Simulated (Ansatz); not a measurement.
```yaml
crystal:
  periodic: [false, false, false]
  atoms:
    - {symbol: N, position_ang: [-0.888890, 1.340933, 0.303197]}
    - {symbol: As, position_ang: [0.134717, 0.680599, -1.074053]}
    - {symbol: Al, position_ang: [1.370470, -1.108881, -0.069047]}
    - {symbol: S, position_ang: [-0.333461, -1.671251, -1.208521]}
    - {symbol: H, position_ang: [-1.828582, 1.578301, 0.016017]}
    - {symbol: H, position_ang: [-0.912327, 0.842283, 1.180093]}
    - {symbol: H, position_ang: [2.519173, -1.729884, 0.806712]}
basis:
  gaussian: {orbitals: "6-31G*"}
hamiltonian: {xc: {name: HF}}
correlation: {method: mp2, frozen_orbitals: {N: 0}}
accuracy: high
```

```sh
$ ansatz run in.yaml --threads 2 --pin off --events-out ev --progress --plain --max-ram 4352MiB
```

It prints (some lines left out):

```
Functional definition: HF
Error: "frozen_orbitals" has no count for As
```

Q: Something in this input is off. What?

A: Frozen orbitals are typed for one element alone, and the program wants a count for each. The input was rejected before any iteration.
